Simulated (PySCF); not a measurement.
C2H2N3, SMILES n1[c]nc[nH]1, multiplicity 2. Atoms are numbered in the order given.

```xyz
7

C      1.1542     0.0005     0.0000
N      0.4804    -1.1190     0.0000
N     -0.7953    -0.6424     0.0000
C     -0.7863     0.7121     0.0000
N      0.4675     1.1449     0.0000
H     -1.5846    -1.2807     0.0000
H     -1.6905     1.3210     0.0000
```
Charge 0, spin multiplicity 2.

Geometry: B3LYP-D3(BJ)/def2-SVP. The isomer is the one that the SMILES or the coordinates give; other isomers of the formula were not compared.

Calculation: TDA-ωB97X/def2-SVPD in PySCF.

Vertical excitations. The molecule is in vacuum.

Computed UV-visible absorptions:
| state | energy (eV) | λ (nm) | f | main pairs |
|---|---|---|---|---|
| root 1 | 3.08 | 403 | 0.001 | β HOMO→LUMO 96 % |
| root 2 | 3.87 | 320 | 0.006 | β HOMO−1→LUMO 98 % |
| root 3 | 4.30 | 288 | 0.000 | β HOMO−2→LUMO 97 % |
| root 4 | 4.94 | 251 | 0.000 | α HOMO−1→LUMO 45 %, β HOMO→LUMO+1 45 % |
| root 5 | 5.60 | 221 | 0.005 | β HOMO−3→LUMO 95 % |
| root 6 | 6.05 | 205 | 0.003 | α HOMO→LUMO 89 % |
| root 7 | 6.08 | 204 | 0.001 | α HOMO−3→LUMO 43 %, β HOMO−2→LUMO+1 49 % |
| root 8 | 6.22 | 199 | 0.001 | α HOMO−2→LUMO 34 %, α HOMO→LUMO+2 9 %, β HOMO−1→LUMO+1 51 % |
| root 9 | 6.78 | 183 | 0.010 | α HOMO−2→LUMO 50 %, β HOMO−1→LUMO+1 38 % |
| root 10 | 6.89 | 180 | 0.001 | α HOMO−1→LUMO+2 54 %, β HOMO→LUMO+4 33 % |
Unrestricted roots are not spin-pure.
